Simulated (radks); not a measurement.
The numbers below are computed, except where a source is named.
Ionisation of neutral praseodymium, [Xe] 4f3 6s2, to [Xe] 4f3 6s1 as the strength of local exchange is varied. Level of theory: Dirac Kohn-Sham, Slater X-alpha exchange (alpha = 2/3 is LDA exchange), no correlation, spin-unpolarised, spherical densities, finite nucleus; open shells fill j = l - 1/2 first; Fermi nuclear charge, rms radius 4.8919 fm (a radial shooting solver on a logarithmic mesh with Libxc functionals).

alpha,E(Pr) (hartree),exchange (hartree),IE (eV),-e of the level emptied (eV),<r> of it (bohr)
0.667,-9229.7915,-204.1471,5.085,2.811 (6s1/2),4.573
0.762,-9258.9148,-233.9738,5.497,3.177 (6s1/2),4.459
0.848,-9285.3592,-261.1267,5.897,3.543 (6s1/2),4.355
0.873,-9293.0607,-269.0472,6.016,3.654 (6s1/2),4.325
0.912,-9305.0877,-281.4278,6.207,3.830 (6s1/2),4.278
0.93,-9310.6439,-287.1520,6.296,3.913 (6s1/2),4.257
0.937,-9312.8055,-289.3798,6.331,3.945 (6s1/2),4.249
0.94,-9313.7320,-290.3348,6.346,3.959 (6s1/2),4.246

NIST Atomic Spectra Database: 5.470 eV (semi-empirical). The Delta-SCF value meets it near alpha = 0.76. Spin polarisation and multiplet splitting are left out, so open shells lie too high by an amount that depends on their filling.

Beside tabulated values, note that spin-unpolarised runs miss the spin-polarisation part of the exchange energy of open shells.
